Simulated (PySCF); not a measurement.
A PySCF script (with the pyscf-properties extension) for the NMR shieldings of SMILES B[C@@H]1CCC[C@@H]1[AlH][F], C5H11AlBF, on a GFN2-xTB geometry:

```python
import basis_set_exchange as bse
import numpy as np
from pyscf import gto, dft
from pyscf.prop import nmr

atoms = """
B    -0.377038   -1.320958    1.034507
C    -0.642589    0.206438    1.097757
C    -1.533811    0.941782    0.098617
C    -0.551465    1.646862   -0.838530
C     0.586431    0.635944   -0.964522
C     0.742840    0.039172    0.438438
Al    1.429472   -1.880430   -0.123950
F     2.509558   -2.807529    0.710216
H    -0.854238   -1.945315    0.123749
H    -0.006742   -1.912788    1.993319
H    -0.601477    0.706600    2.060258
H    -2.142153    0.236799   -0.470159
H    -2.202336    1.645048    0.594383
H    -0.993756    1.905242   -1.800623
H    -0.183037    2.563293   -0.372678
H     0.291890   -0.145031   -1.678743
H     1.517492    1.081149   -1.322870
H     1.509526    0.528245    1.043161
H     1.491628   -2.115273   -1.629791
"""
names = dict.fromkeys(["B", "C", "Al", "F", "H"], "pcSseg-1")
basis = {el: gto.basis.parse(bse.get_basis(n, elements=[el], fmt="nwchem")) for el, n in names.items()}
mol = gto.M(atom=atoms, basis=basis, charge=0, verbose=0)
mf = dft.RKS(mol, xc="PBE0")
mf.grids.level = 2
mf.grids.alignment = dft.numint.BLKSIZE   # the property module wants whole blocks of grid points
mf.conv_tol = 1e-9
mf.kernel()

calc = nmr.RKS(mf)   # GIAO
C = mf.mo_coeff
Co = C[:, mf.mo_occ > 0]
resp = mf.gen_response(singlet=True, hermi=2)
def vind(x):   # induced exchange potential for any number of trial vectors
    d = np.einsum("pi,xij,qj->xpq", C, 2 * x.reshape(-1, C.shape[1], Co.shape[1]), Co, optimize=True)
    return np.einsum("xpq,pi,qj->xij", resp(d - d.transpose(0, 2, 1)), C, Co, optimize=True).ravel()
mo1, _ = nmr.rhf.solve_mo1(calc, with_cphf=vind)
sigma = calc.kernel(mo1)
for i, s in enumerate(sigma):   # ppm
    w = np.linalg.eigvalsh((s + s.T) / 2)
    print("%2d %-2s iso %8.1f  s11 %8.1f  s22 %8.1f  s33 %8.1f" % (i, mol.atom_pure_symbol(i), w.mean(), *w))
```

**Question.** What are the results?

**Answer.** 
```
 0 B  iso    120.7  s11     97.5  s22    125.3  s33    139.2
 1 C  iso    133.9  s11     78.6  s22    146.8  s33    176.4
 2 C  iso    150.7  s11    129.8  s22    151.6  s33    170.8
 3 C  iso    142.0  s11     92.5  s22    161.0  s33    172.5
 4 C  iso    152.9  s11    133.1  s22    158.6  s33    167.1
 5 C  iso    173.8  s11    145.6  s22    150.2  s33    225.6
 6 Al iso    391.9  s11    314.2  s22    375.2  s33    486.4
 7 F  iso    303.7  s11    211.5  s22    316.4  s33    383.2
 8 H  iso     30.3  s11     27.3  s22     29.3  s33     34.2
 9 H  iso     29.5  s11     24.8  s22     27.7  s33     35.9
10 H  iso     28.6  s11     23.0  s22     26.5  s33     36.4
11 H  iso     30.2  s11     24.8  s22     28.6  s33     37.2
12 H  iso     29.4  s11     24.9  s22     26.8  s33     36.6
13 H  iso     29.6  s11     24.0  s22     26.7  s33     37.9
14 H  iso     29.4  s11     24.5  s22     27.7  s33     35.9
15 H  iso     30.4  s11     24.4  s22     30.0  s33     36.9
16 H  iso     29.8  s11     24.3  s22     27.9  s33     37.2
17 H  iso     30.9  s11     24.7  s22     26.3  s33     41.7
18 H  iso     27.3  s11     23.1  s22     25.7  s33     33.1
```

These numbers come from an equivalent density-fitted implementation of the same equations, which agrees with the script to about 0.01 ppm for H and up to a few tenths of a ppm for heavy atoms, so last digits may differ.

Size and cost of the density-fitted run: 198 basis functions, 80 s wall time on 1 thread of an Arm Neoverse N1, shared host; peak memory 0.88 GiB.
